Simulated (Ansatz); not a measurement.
`C[CH2][GeH]` + H₂O → `[OH][GeH]` + `CC` at 600 K and 1 bar (formal hydrolysis of a Ge–C bond).

Computed with Ansatz on PBE0-D4/def2-TZVP structures; ΔE is electronic, products minus reactants. CCSD(T)/CBS is the MP2 limit (def2-TZVPP, def2-QZVPP) plus CCSD(T) − MP2 in def2-TZVPP, frozen cores. This one scheme is used for every species. For Ge outer-core shells are correlated without core-valence functions, which leaves a few kJ/mol of doubt a bond. Scalar relativity is left out up to krypton.

```json
{"species": "`C[CH2][GeH]`", "CCSD(T)/CBS energy (Eh)": "-2155.77935", "H − E (kJ/mol)": "230.6", "S (J/(mol·K))": "374.0"}
{"species": "H₂O", "CCSD(T)/CBS energy (Eh)": "-76.37941", "H − E (kJ/mol)": "76.8", "S (J/(mol·K))": "212.8"}
{"species": "`[OH][GeH]`", "CCSD(T)/CBS energy (Eh)": "-2152.47759", "H − E (kJ/mol)": "79.9", "S (J/(mol·K))": "292.6"}
{"species": "`CC`", "CCSD(T)/CBS energy (Eh)": "-79.71954", "H − E (kJ/mol)": "228.8", "S (J/(mol·K))": "274.9"}
```

H − E and S are ideal-gas, rigid-rotor, harmonic terms from PBE0-D4/def2-TZVP, for one conformer and one mirror image of each species. 1 Eh = 2625.50 kJ/mol, R = 8.31446 J/(mol·K).

By hand: ΔE, ΔH, ΔS and ΔG.

ΔE = (-2152.47759) + (-79.71954) − (-2155.77935) − (-76.37941) = -0.03837 Eh = -100.7 kJ/mol. Δ(H − E) = 79.9 + 228.8 − 230.6 − 76.8 = 1.3, so ΔH = -99.4 kJ/mol. ΔS = 292.6 + 274.9 − 374.0 − 212.8 = -19.3 J/(mol·K). ΔG = -99.4 − 600 × (-19.3)/1000 = -87.8 kJ/mol.

By hand: the equilibrium constant, and the temperature at which ΔG would vanish if ΔH and ΔS stayed fixed.

log₁₀ K = −ΔG/(RT ln 10) = 7.6. ΔG = 0 at ΔH/ΔS = 5150 K, far beyond where these terms or the molecules hold.

ΔH outweighs TΔS. A doubt of 5 kJ/mol in ΔE shifts log₁₀ K by 0.4 here. Other conformers and mirror images would add mixing entropy, several J/(mol·K) or more a flexible species. These are equilibria of isolated gas molecules and say nothing of rates. Largest T1 diagnostic: 0.016 (customary marks: 0.02 for closed shells, 0.045 for open ones).
